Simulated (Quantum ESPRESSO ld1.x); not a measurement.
Values are calculated unless marked as measured or tabulated.
The technetium ion Tc20+, configuration [Ar] 3d5 (the NIST ground configuration). Code: ld1.x of Quantum ESPRESSO 7.5. Model: scalar-relativistic Kohn-Sham, LDA (Slater exchange, Perdew-Zunger correlation), spin-polarised, spherical densities, point nucleus; open shells are filled with parallel spins first. Some entries of the table are withheld. Estimate them.

orbital,occ.,eigenvalue (eV),<1/r> (bohr^-1)
1s up,1,-21542.6,44.66
1s down,1,-21542.3,44.66
2s up,1,-3671.90,10.10
2s down,1,-3660.63,10.12
2p up,3,-3363.39,9.810
2p down,3,-3354.69,9.828
3s up,1,-1129.93,3.721
3s down,1,-1116.72,3.698
3p up,3,-1029.05,3.581
3p down,3,-1015.61,3.557
3d up,5,-876.332,3.398
3d down,0,-860.651,3.378
4s up,0,-522.474,1.794
4s down,0,-518.262,1.781
4p up,0,(1),1.724
4p down,0,(2),1.711

Answer. 
(1) 4p up eigenvalue (eV): -484.536
(2) 4p down eigenvalue (eV): -480.422
